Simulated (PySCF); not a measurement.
disilanyl(ethenyl)silane (C2H10Si3), SMILES C=C[SiH2][SiH2][SiH3].

Geometry: B3LYP-D3(BJ)/def2-SVP. One conformer was computed; it need not be the lowest.

Computed with SMD-ωB97X/6-31G* (PySCF).

Solvation free energies are E(SMD) − E(gas) at the gas-phase geometry, for 1 M in both phases. In vacuum the dipole moment is 0.78 D.

Task: Estimate the solvation free energies in water, benzene, 1-octanol. (Estimate from the structure and the level; the computed values follow.)

Result: 
```
solvent    ΔG(solv) (kcal/mol)  its non-electrostatic (CDS) part  dipole (D)
---------  -------------------  --------------------------------  ----------
water                      4.2                               5.9        0.94
benzene                   -1.4                              -0.6        0.87
1-octanol                 -0.5                               1.0        0.93
```
